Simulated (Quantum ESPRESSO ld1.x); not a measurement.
Valence configurations of Br3+ (all share [Ar]). All-electron calculation, scalar-relativistic Kohn-Sham, LDA (Slater exchange, Perdew-Wang correlation), spin-polarised, spherical densities, point nucleus; open shells are filled with parallel spins first. Program: ld1.x of Quantum ESPRESSO 7.5. Energies are relative to 3d10 4s2 4p2; eigenvalues in eV for spin up.

| valence | E (eV) | moment (Bohr magnetons) | e(3d) | e(4p) | e(4s) |
|---|---|---|---|---|---|
| 3d10 4s2 4p2 | 0.000 | 2 | -105.44 | -41.035 | -55.382 |
| 3d10 4s1 4p3 | 11.018 | 4 | -106.83 | -42.355 | -56.869 |
| 3d10 4p4 | 28.903 | 2 | -108.37 | -42.399 | - |
| 3d9.5 4s0.5 4p4 | 55.358 | 3 | -114.76 | -43.618 | -58.573 |
| 3d9.5 4p4.5 | 63.919 | 2 | -115.44 | -43.559 | - |
| 3d9 4s2 4p3 | 68.741 | 4 | -119.86 | -44.138 | -59.300 |
| 3d9 4s1 4p4 | 83.789 | 4 | -121.31 | -44.822 | -60.130 |
| 3d9 4p5 | 101.33 | 2 | -122.63 | -44.702 | - |
| 3d8.5 4s0.5 4p5 | 132.71 | 3 | -129.35 | -45.950 | -61.665 |
| 3d8 4s2 4p4 | 150.43 | 4 | -134.86 | -46.546 | -62.467 |

NIST lists [Ar] 3d10 4s2 4p2 as the ground configuration; this level of theory agrees among the configurations tried. The energies are those of spherical high-spin densities, not of single terms.
